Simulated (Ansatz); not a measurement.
Single points on the cluster H₉Au₅⁺.

```yaml
crystal:
  periodic: [false, false, false]
  atoms:
    - {symbol: Au, position_ang: [0.333869, -0.286704, 0.417711]}
    - {symbol: Au, position_ang: [2.094130, -0.196659, 2.552683]}
    - {symbol: Au, position_ang: [-2.674211, -1.282725, -3.891468]}
    - {symbol: Au, position_ang: [-1.606213, -0.428580, -1.512566]}
    - {symbol: Au, position_ang: [1.668545, 2.449382, 3.264191]}
    - {symbol: H, position_ang: [2.756800, 0.692752, 3.775174]}
    - {symbol: H, position_ang: [-2.997816, -1.022190, -5.650536]}
    - {symbol: H, position_ang: [1.500027, -1.274063, 1.311691]}
    - {symbol: H, position_ang: [-0.743603, 0.693137, -0.533606]}
    - {symbol: H, position_ang: [0.917422, 3.830086, 2.988576]}
    - {symbol: H, position_ang: [3.001556, -1.405545, 3.094089]}
    - {symbol: H, position_ang: [-2.464311, -1.676431, -5.643616]}
    - {symbol: H, position_ang: [1.101072, 1.310893, 2.049748]}
    - {symbol: H, position_ang: [-2.887257, -1.403335, -2.222079]}
basis:
  gaussian: {orbitals: def2-SVP, initial_orbitals: start.molden}
total_charge: 1
magnetization: {spin_polarized: true, initial_magnetization: 1}
hamiltonian: {xc: pbe0, dispersion: d4}
scf: {omitted_lower_state_checks: [starts]}
output: {orbitals: {seedname: orbitals}}
```

The file start.molden holds the orbitals of an earlier run on this structure, at another level or in another basis.

```sh
$ ansatz run in.yaml --threads 4 --pin off --events-out ev --progress --plain --max-ram 4787MiB
```

It prints (some lines left out):

```
Functional definition: PBE0
  name "PBE0"
  cite "Adamo & Barone, J. Chem. Phys. 110, 6158 (1999) doi:10.1063/1.478522"
  cite "Perdew, Burke & Ernzerhof, Phys. Rev. Lett. 77, 3865 (1996) doi:10.1103/PhysRevLett.77.3865"
  parent pbe
  parameter a = 0.25
  parameter kappa = 0.804
  parameter beta = 0.06672455060314922
  exchange = (1 - a)*pbe_x(kappa = kappa, mu = beta*pi^2/3) + a*exact_x
  correlation = pbe_c(beta = beta)
these checks for a lower state are left out or cut short: starts
2096 factors; integrals over basis functions are off by at most 1.3e-3 eV
mean field evaluation 1: about -18604.9132 eV, gradient 8.4e0 eV
mean field evaluation 2: about -18605.1658 eV, gradient 2.5e-1 eV
mean field evaluation 4: about -18605.6639 eV, gradient 2.4e-3 eV
mean field -18605.66393547 eV, -683.7455382566 hartree, gradient 3.6e-5 eV, S^2 0.760883; 0 other end points of the search recorded, 0 dependent functions left out
reference -18605.66399296 eV, -683.7455403691 hartree; 52, 51 occupied and 153, 154 virtual orbitals, 2096 factors
Total energy: -18606.05434982 eV, -683.7598857194 hartree
Checks for a lower state left out: starts
```

Hardware: 4 threads of Arm Neoverse V2 on a shared host. Wall time 11 s, peak host memory 0.99 GiB.

The first input with `gaussian: {orbitals: def2-TZVP, initial_orbitals: start.molden}` (abridged; 23 s):

```
Functional definition: PBE0
mean field -18607.39815421 eV, -683.8092696196 hartree, gradient 1.3e-5 eV, S^2 0.760592
Total energy: -18607.78856863 eV, -683.8236170851 hartree
Checks for a lower state left out: starts
```

The first input with `gaussian: {orbitals: def2-TZVP, initial_orbitals: start.molden}`, `hamiltonian: {xc: pbe}`, `correlation: {method: rpa}` and without the key `output` (abridged; 34 s):

```
Functional definition: PBE
mean field -18613.91793114 eV, -684.0488670026 hartree, gradient 9.4e-7 eV, S^2 0.753621
Total energy: -18552.60078104 eV, -681.7955032986 hartree
Checks for a lower state left out: starts
```

As the first input, with `hamiltonian: {xc: pbe, dispersion: d4}` (abridged; 6.5 s):

```
Functional definition: PBE
mean field -18612.18016232 eV, -683.9850051763 hartree, gradient 1.9e-5 eV, S^2 0.753725
Total energy: -18612.62978237 eV, -684.0015284087 hartree
Checks for a lower state left out: starts
```

As the first input, with `gaussian: {orbitals: def2-TZVP, initial_orbitals: start.molden}`, `hamiltonian: {xc: r2scan, dispersion: d4}` (abridged; 22 s):

```
Functional definition: r2SCAN
mean field -18616.90534552 eV, -684.1586524560 hartree, gradient 2.0e-5 eV, S^2 0.758620
Total energy: -18617.01277760 eV, -684.1626005124 hartree
Checks for a lower state left out: starts
```

The first input with `gaussian: {orbitals: def2-TZVP, initial_orbitals: start.molden}`, `hamiltonian: {xc: pbe, dispersion: d4}`, `output: {forces: true, orbitals: {seedname: orbitals}}` (abridged; 10 s):

```
Functional definition: PBE
mean field -18613.91802537 eV, -684.0488704657 hartree, gradient 1.8e-5 eV, S^2 0.753621
Total energy: -18614.36764651 eV, -684.0653937378 hartree
Atom 0 force    -0.000728     0.027714     0.023111 eV/Å
Atom 1 force    -0.099343     0.160471    -0.033452 eV/Å
Atom 2 force     0.079531     0.062374     0.017760 eV/Å
Atom 3 force     0.044966    -0.055565    -0.031261 eV/Å
Atom 4 force    -0.011134    -0.113855    -0.067826 eV/Å
Atom 5 force    -0.025863    -0.038987    -0.054301 eV/Å
Atom 6 force     0.147837    -0.185117     0.060244 eV/Å
Atom 7 force     0.028352     0.015698     0.042487 eV/Å
Atom 8 force     0.001814    -0.033031     0.004255 eV/Å
Atom 9 force     0.060697    -0.103310     0.027258 eV/Å
Atom 10 force    -0.087229     0.110047    -0.057252 eV/Å
Atom 11 force    -0.152826     0.179954     0.058040 eV/Å
Atom 12 force     0.009220    -0.039510    -0.004543 eV/Å
Atom 13 force     0.004706     0.013118     0.015481 eV/Å
Dipole moment:    -0.387216    -0.134745    -0.977326 e Å
Checks for a lower state left out: starts
```

The first input with `gaussian: {orbitals: def2-TZVP, initial_orbitals: start.molden}`, `correlation: {method: mp2}` and without the key `hamiltonian` (abridged; 22 s):

```
Functional definition: HF
mean field -18472.98032590 eV, -678.8695055410 hartree, gradient 1.6e-6 eV, S^2 0.800889
second order -63.82977649 eV of doubles, -0.00000000 eV of singles
Total energy: -18536.81010239 eV, -681.2152065617 hartree
Checks for a lower state left out: starts
```

Geometry: PBE-D4/def2-SVP.

In the def2 sets Au takes a core potential; there is no spin–orbit coupling. Correlated methods freeze no core orbitals; core or outer-core shells of Au are correlated, in sets that lack core-valence functions. In the doublet, H7 and H12 lie 0.84 Å apart (atoms count from 1), so H2 has formed as a molecule. Another isomer (doublet) lies 0.13 eV lower at PBE0-D4/def2-TZVP; other spin states weren't run for this one.
